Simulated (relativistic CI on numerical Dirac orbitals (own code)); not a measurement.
Ni⁵⁺: sensitivity of the levels to the model

Base calculation: Dirac-Coulomb-Breit CI, KLI orbitals optimised for each configuration, model QED (radiative potential, 1s self-energy scaled to tabulated hydrogen-like ionisation energies), valence Slater integrals scaled by 0.85, P86 correlation energy added to each configuration.

CI space (outside the closed core [Ne]): 3s2 3p6 3d5, 3s2 3p6 3d4 4s, 3s2 3p5 3d6, 3s2 3p6 3d4 4p, 3s2 3p6 3d4 4d, 3s2 3p6 3d4 5s, 3s 3p6 3d6, 3s2 3p6 3d4 5p, 3s2 3p6 3d4 4f, 3s2 3p6 3d4 5d, 3s2 3p6 3d4 5f, 3s2 3p6 3d4 5g, 3s2 3p6 3d3 4s 4p, 3s2 3p6 3d3 4s2, 3s2 3p6 3d2 4s2 4p, 3s2 3p6 3d2 4s2 4d, 3s2 3p6 3d2 4s2 5s, 3p6 3d7, 3p5 3d8. Double excitations out of closed p, d and f shells are left out; levels of such configurations are missing from the list, as are those of other unlisted configurations, and high levels can miss mixing partners.

Variants: (1) valence Slater integrals scaled by 0.75; (2) self-excluded LDA correlation estimate; (3) configuration mixing switched off; (4) QED terms removed. Shifts of the energy above 3s2 3p6 3d5 6S_5/2, in cm⁻¹, for the lowest level and the first level of each name with at least 55 % of one term (blank where a level changes its place among those of its configuration and J or its character, or is not in the variant):

```tsv
Level	Base	Δ(1)	Δ(2)	Δ(3)	Δ(4)	Measured
3s2 3p6 3d5 6S_5/2	0.0	0.0	0.0	0.0	0.0	0.0
3s2 3p6 3d5 4G_11/2	39272.4	-4561.3	-1.6	+151.3	+0.2	41920.9
3s2 3p6 3d5 4G_5/2	39359.7	-4569.9	-1.7	+154.8	+1.2	
3s2 3p6 3d5 4G_9/2	39374.9	-4556.3	-1.6	+150.7	+0.1	
3s2 3p6 3d5 4G_7/2	39389.9	-4561.0	-1.6	+152.5	+0.5	
3s2 3p6 3d5 4P_5/2	44189.4	-5137.3	-2.3	+1127.6	+4.9	45884.2
3s2 3p6 3d5 4P_3/2	44417.8	-5117.8	-2.3	+1125.6	+3.4	46104.4
3s2 3p6 3d5 4P_1/2	44659.8	-5093.1	-2.3	+1132.8	+1.6	46324.8
3s2 3p6 3d5 4D_7/2	48076.0	-5506.5	-2.2	+1057.4	+1.1	50331.0
3s2 3p6 3d5 4D_1/2	48407.0	-5475.0	-2.2	+1060.1	-0.6	
3s2 3p6 3d5 4D_3/2	48563.9	-5457.9	-2.2	+1066.5	-2.0	
3s2 3p6 3d5 4D_5/2	48565.9	-5459.8	-2.2	+1067.6	-2.1	
3s2 3p6 3d5 2I_11/2	56668.1	-6643.5	-2.3	-432.3	+1.0	61196.0
3s2 3p6 3d5 2I_13/2	56736.5	-6621.9	-2.3	-439.4	-0.6	61279.5
3s2 3p6 3d5 2D_5/2	61420.1	-7131.3	-4.0	+1451.7	+7.2	64152.4
3s2 3p6 3d5 2D_3/2	62474.8	-7129.5	-4.0	+1532.5	+2.8	65173.5
3s2 3p6 3d5 2F_7/2	64063.6	-7306.1	-3.8	+1408.2	+1.7	67085.1
3s2 3p6 3d5 4F_5/2	65440.6	-7500.9	-1.9	+952.7	-1.4	
3s2 3p6 3d5 4F_9/2	65480.5	-7664.8	-0.6	+721.9	+1.9	
3s2 3p6 3d5 4F_7/2	65764.2	-7615.1	-0.6	+704.2	-0.3	
3s2 3p6 3d5 4F_3/2	66159.5	-7572.5	-0.7	+824.1	-2.4	
3s2 3p6 3d5 2H_9/2	68846.6	-8039.2	-2.3	+344.6	+2.6	72908.8
```

At this charge configurations can still be misplaced by up to about 7 % of their energy. 53 of the 54 excited levels that our extract of the measured tables holds in this range could be paired (the sources list more); they are missed by 3113 cm⁻¹ on average and 5347 at most, and levels without a partner can miss by more. Some levels of the ground configuration have no partner and can miss by 10 % or more.

Measured levels: Corliss and Sugar, J. Phys. Chem. Ref. Data 10, 197 (1981).

Ionisation energy from the two ground configurations alone: base 107.528 eV; valence Slater integrals scaled by 0.75 107.17 eV; self-excluded LDA correlation estimate 108.08 eV. The NIST ASD value (semi-empirical) is 108 eV.

LS names give the leading component of a level, which can be under half, so a name can repeat, a term be missing and a line seem to break the LS rules.
